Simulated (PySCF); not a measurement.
## Substituent chemical shifts

Parent skeleton `[CH2:1]=[C:2]([SiH2:3][NH2:4])[C:5]([CH3:6])=[O:7]`; one hydrogen on atom 6 is replaced by X. Hydrogens on one atom are averaged.

- geometry: GFN2-xTB
- shieldings: GIAO PBE0/pcSseg-1
- code: PySCF 2.14
- a single conformation, gas phase, averaged over atoms made equivalent by symmetry, fast rotation or ring inversion, non-relativistic

References, each an isolated molecule treated in the same way: 13C (186.93 ppm), 29Si (349.16 ppm), 1H (31.72 ppm) vs TMS; 15N (267.73 ppm) against NH3; 17O (336.08 ppm) vs H2O.

Parent (X = H): C1 144.7, C2 158.3, Si3 -47.8, N4 5.3, C5 208.4, C6 27.1, O7 677.3, H(C1) 6.76, H(Si3) 5.04 ppm. Effects are Δδ = δ(X) − δ(H), positive for deshielding.

Known members:
| X | C1 | C2 | Si3 | N4 | C5 | C6 | O7 | H(C1) | H(Si3) |
| --- | --- | --- | --- | --- | --- | --- | --- | --- | --- |
| C2H5 | -0.4 | +0.6 | +12.0 | +5.1 | +3.0 | +15.7 | -14.9 | +0.07 | -0.11 |

Four more derivatives gave (Δδ, ppm):
| compound | C1 | C2 | Si3 | N4 | C5 | C6 | O7 | H(C1) | H(Si3) |
| --- | --- | --- | --- | --- | --- | --- | --- | --- | --- |
| 1 | -10.7 | +2.7 | +3.1 | +1.0 | +8.4 | +29.2 | -32.7 | -0.68 | +0.12 |
| 2 | -1.7 | +1.3 | +0.7 | -0.2 | +3.0 | +20.4 | -23.7 | -0.04 | +0.05 |
| 3 | +1.7 | -3.6 | +3.2 | -0.4 | -1.6 | +5.7 | -11.4 | +0.16 | -0.01 |
| 4 | -2.3 | +1.8 | +2.8 | +1.0 | +6.2 | +17.8 | -42.5 | -0.16 | +0.16 |

**Question.** Their substituents are CH2CN, cPr, ethynyl, isopropenyl. Which is which?

**Answer.** 1: X = isopropenyl (C=C(C)CC(=O)C(=C)[SiH2]N); 2: X = cPr (C=C([SiH2]N)C(=O)CC1CC1); 3: X = ethynyl (C#CCC(=O)C(=C)[SiH2]N); 4: X = CH2CN (C=C([SiH2]N)C(=O)CCC#N).

Unscaled 17O shifts of doubly bonded oxygen tend to come out too high, by tens of ppm or more. Experimental scales use liquid or dissolved standards, which lie at an offset from isolated NH3 (liquid NH3: subtract about 20 ppm) and H2O (liquid H2O: subtract about 36 ppm).
